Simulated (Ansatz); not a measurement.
`[SiH3]B[CH2][InH2]` + `C=N` → `C=[N][InH2]` + `CB[SiH3]` at 500 K and 1 bar (ligand exchange at the In–C bond).

Calculated with Ansatz (gas phase, PBE0-D4/def2-TZVP geometries, no zero-point term in ΔE). CBS: MP2 limit from def2 TZ/QZ plus the TZ coupled-cluster correction, frozen cores. This one scheme is used for every species. Elements past krypton have def2 core potentials. For In outer-core shells are correlated without core-valence functions, which leaves a few kJ/mol of doubt a bond. Each species was taken in one conformer, which may not be the lowest.

| species | CCSD(T)/CBS energy (Eh) | H − E (kJ/mol) | S (J/(mol·K)) |
| --- | --- | --- | --- |
| `[SiH3]B[CH2][InH2]` | -546.51356 | 253.0 | 440.7 |
| `C=N` | -94.52360 | 124.2 | 249.5 |
| `C=[N][InH2]` | -284.90922 | 141.1 | 356.8 |
| `CB[SiH3]` | -356.10570 | 230.4 | 372.1 |

H − E and S are ideal-gas, rigid-rotor, harmonic terms from PBE0-D4/def2-TZVP, for one conformer and one mirror image of each species. 1 Eh = 2625.50 kJ/mol, R = 8.31446 J/(mol·K).

By hand: ΔE, ΔH, ΔS and ΔG.

ΔE = (-284.90922) + (-356.10570) − (-546.51356) − (-94.52360) = 0.02224 Eh = 58.4 kJ/mol. Δ(H − E) = 141.1 + 230.4 − 253.0 − 124.2 = -5.7, so ΔH = 52.7 kJ/mol. ΔS = 356.8 + 372.1 − 440.7 − 249.5 = 38.7 J/(mol·K). ΔG = 52.7 − 500 × (38.7)/1000 = 33.4 kJ/mol.

By hand: the equilibrium constant, and the temperature at which ΔG would vanish if ΔH and ΔS stayed fixed.

log₁₀ K = −ΔG/(RT ln 10) = -3.5. ΔG = 0 at ΔH/ΔS = 1362 K.

TΔS isn't small against ΔH here. A doubt of 5 kJ/mol in ΔE shifts log₁₀ K by 0.5 here. Other conformers and mirror images would add mixing entropy, several J/(mol·K) or more a flexible species. Modes under 60 cm⁻¹, often nearly free rotors, make the harmonic entropy too high. These are equilibria of isolated gas molecules and say nothing of rates. Largest T1 diagnostic: 0.015 (customary marks: 0.02 for closed shells, 0.045 for open ones).
